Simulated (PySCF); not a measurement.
**In+ (indium, charge +1) across methods**

[Kr] 4d10 5s2, closed-shell 1S. All numbers are calculated (PySCF 2.14, the spin-free X2C one-electron Hamiltonian (Gaussian nucleus), in aug-cc-pVTZ-DK3 (8s7p5d2f, 68 functions)). The B2PLYP total includes its PT2 part (frozen core); its orbital energies are those of the SCF part.

```
method  E (hartree)  mean ε 4p (eV)  mean ε 4d (eV)  mean ε 5s (eV)  Σ⟨r²⟩ (bohr²)   ⟨S²⟩
   LDA     -5874.66         -85.757         -26.322         -15.279          40.49  0.000
  TPSS     -5880.26         -86.308         -26.199         -14.783          40.61  0.000
   UHF  -5877.84021         -104.74         -34.894         -17.292          41.34  0.000
B2PLYP     -5879.84         -95.956         -30.909         -16.421          40.94  0.000
  BLYP     -5880.73         -85.535         -25.961         -14.928          40.74  0.000
  PBE0     -5880.18         -90.774         -28.596         -15.716          40.64  0.000
 wB97X     -5880.73         -92.709         -31.091         -18.040          40.65  0.000
   PBE     -5880.11         -85.725         -26.139         -14.899          40.64  0.000
r2SCAN     -5880.52         -88.073         -26.780         -15.088          40.54  0.000
```
